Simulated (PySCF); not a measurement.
**Shapes and spin states of CoO₂F**

These are results of PySCF, PBE0, basis Co def2-TZVP, O def2-TZVP, F def2-TZVP (no relativity, density fitting), not measurements.

Relaxations began from a few typed shapes and spin states; open shells are unrestricted. The search is not exhaustive: other isomers or separated fragments can lie lower, and high-lying points may rest on an excited occupation.

(1) Order these stationary points by electronic energy, lowest first, in kJ/mol from the lowest minimum.
A. quintet Cs: Co–F 1.735 Å, Co–O 1.621 Å, Co–O 1.631 Å; F–Co–O 120.8°, F–Co–O 135.9°, O–Co–O 103.4°
B. singlet (closed shell, unstable to spin polarisation) C2v: Co–F 1.703 Å, Co–O 1.526 Å (×2); F–Co–O 114.7° (×2), O–Co–O 130.5°
C. triplet C2v: Co–F 1.686 Å, Co–O 1.552 Å (×2); F–Co–O 121.6° (×2), O–Co–O 116.7°
D. broken-symmetry Ms = 0 (⟨S²⟩ 0.98) C2v: Co–F 1.690 Å, Co–O 1.549 Å (×2); F–Co–O 120.3° (×2), O–Co–O 119.4°

(2) Which of them are minima?

Answers

(1) C (0.0), A (14.3), D (17.0), B (66.2).

(2) By energy in kJ/mol, 0.0: minimum; 14.3: minimum; 17.0: minimum; 66.2: minimum of the closed-shell surface only.

Formally Co is in oxidation state +5, d4, with 2 unpaired electrons (the high-spin count would be 4). The Mulliken spin on Co is 1.27. The polar-tensor charge on Co, 1.29, is far below the formal one.

For the lowest minimum: with open d or f shells other occupations or spin states may lie lower.

The electron or spin density has lower symmetry than the nuclear frame for the broken-symmetry Ms = 0 (⟨S²⟩ 0.98) C2v at 17.0 kJ/mol.
